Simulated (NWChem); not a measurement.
System meant: SnClF$_{3}$; SMILES [Sn]([Cl])([F])([F])[F]

NWChem input:

```
start job
memory heap 200 mb stack 900 mb global 1100 mb
geometry units angstroms noautoz
  F     -0.690834     1.661787     0.946040
  Sn     0.000000     0.000000     0.242718
  F     -1.093733    -1.429173     0.946040
  F      1.784567    -0.232614     0.946040
  Cl     0.000000     0.000000    -2.078569
end
basis spherical
  F library def2-svp
  Sn library def2-svp
  Cl library def2-svp
end
dft
  xc b3lyp
  iterations 150
  mulliken
end
task dft energy
```

End of the output:

```
             Grid Information
             ----------------
          Grid used for XC integration:  medium
          Radial quadrature: Mura-Knowles
          Angular quadrature: Lebedev.
          Tag              B.-S. Rad. Rad. Pts. Rad. Cut. Ang. Pts.
          ---              ---------- --------- --------- ---------
          F                   0.50       49           9.0       434
          Sn                  1.45      123           8.0       590
          Cl                  1.00       88           9.0       590
          Grid pruning is: on
          Number of quadrature shells:   260
          Spatial weights used:  Erf1

          Convergence Information
          -----------------------
          Convergence aids based upon iterative change in
          total energy or number of iterations.
          Levelshifting, if invoked, occurs when the
          HOMO/LUMO gap drops below (HL_TOL):  1.00D-02
          DIIS, if invoked, will attempt to extrapolate
          using up to (NFOCK): 10 stored Fock matrices.

                    Damping( 0%)  Levelshifting(0.5)       DIIS
                  --------------- ------------------- ---------------
          dE  on:    start            ASAP                start
          dE off:    2 iters        150 iters           150 iters

      Screening Tolerance Information
      -------------------------------
          Density screening/tol_rho:  1.00D-10
          AO Gaussian exp screening on grid/accAOfunc:  14
          CD Gaussian exp screening on grid/accCDfunc:  20
          XC Gaussian exp screening on grid/accXCfunc:  20
          Schwarz screening/accCoul:  1.00D-08

      Superposition of Atomic Density Guess
      -------------------------------------

      charge =      50.0 Sn (Tin)

      symmetry species            s     p     d     f
      number of basis functions =10     7     6
      number of cont. functions = 4     4     2
      number of closed shells   = 5     3     2
      number of open shells     = 0     1     0
      open shell occupation     = 0     2     0
 ------------------------------------------------------------------------
 atomscf:atomd: error in atom scf                   0
 ------------------------------------------------------------------------
 ------------------------------------------------------------------------
  current input line :
    20: task dft energy
 ------------------------------------------------------------------------
 ------------------------------------------------------------------------
 This error has not yet been assigned to a category
 ------------------------------------------------------------------------
 For more information see the NWChem manual at https://nwchemgit.github.io

0:atomscf:atomd: error in atom scf:Received an Error in Communication
```

Question: What is wrong, and how is it mended?

Answer: The program stopped with an error. Cause: the def2 basis of a heavy element holds valence functions alone and wants its effective core potential (without it all electrons must fit into that basis). This input runs:
```
start job
memory heap 200 mb stack 900 mb global 1100 mb
geometry units angstroms noautoz
  F     -0.690834     1.661787     0.946040
  Sn     0.000000     0.000000     0.242718
  F     -1.093733    -1.429173     0.946040
  F      1.784567    -0.232614     0.946040
  Cl     0.000000     0.000000    -2.078569
end
basis spherical
  * library def2-svp
end
ecp
  Sn library def2-ecp
end
dft
  xc b3lyp
  iterations 150
  mulliken
end
task dft energy
```
It converges to -973.82828 Ha (B3LYP/def2-SVP with def2 effective core potentials on Sn).
